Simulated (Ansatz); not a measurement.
`[SiH3]C1=C(Cl)C1` + H₂ → `[SiH3]C1=CC1` + HCl  (hydrogenolysis of a C–Cl bond)

Calculated with Ansatz (gas phase, PBE0-D4/def2-TZVP geometries, no zero-point term in ΔE). CCSD(T)/CBS is the MP2 limit (def2-TZVPP, def2-QZVPP) plus CCSD(T) − MP2 in def2-TZVPP, frozen cores. This one scheme is used for every species. Functionals use def2-TZVPP.

`[SiH3]C1=C(Cl)C1`:

```xyz
10

Si   -1.620    0.064    0.541
C     0.136    0.110    0.019
C     1.314    0.639   -0.058
Cl    2.314    1.927    0.337
C     1.247   -0.649   -0.746
H    -1.851   -1.142    1.378
H    -1.950    1.286    1.315
H    -2.486   -0.020   -0.663
H     1.205   -0.682   -1.835
H     1.690   -1.533   -0.287
```

H₂:

```xyz
2

H    -0.027   -0.196   -0.316
H     0.027    0.196    0.316
```

`[SiH3]C1=CC1`:

```xyz
10

Si    0.422   -0.673    1.470
C     0.044   -0.064   -0.218
C     0.111   -0.148   -1.509
C    -0.653    1.022   -1.026
H     1.236   -1.914    1.405
H     1.169    0.374    2.214
H    -0.849   -0.949    2.188
H     0.470   -0.687   -2.371
H    -0.209    2.016   -1.069
H    -1.741    1.022   -1.084
```

HCl:

Z-matrix (Å, degrees):
```
Cl
H 1 1.279
```

CCSD(T)/CBS gives -77.7 kJ/mol.

Problem. Another level gave -78.0 kJ/mol. Which?
A. r2SCAN-D4/def2-TZVPP
B. PBE0/def2-TZVPP
C. CCSD(T)/def2-TZVPP
D. HF/def2-TZVPP

Solution. C. CCSD(T)/def2-TZVPP -78.0, r2SCAN-D4 -66.1, PBE0 -74.0, HF/def2-TZVPP -101.3 kJ/mol.

Largest T1 diagnostic among the species: 0.011.

The D4 term adds +7.3 kJ/mol with B3LYP and +4.0 kJ/mol with PBE0; it sums over pairs of atoms, weighted by their polarisabilities, and B3LYP, whose exchange is more repulsive, gets the larger term. In def2-TZVPP, CCSD(T) changes the Hartree–Fock value by +23.3 kJ/mol (the triples alone add +7.2 kJ/mol) and MP2 by +32.1 kJ/mol.

B3LYP here is the variant with VWN-RPA as its local correlation; programs differ in this.
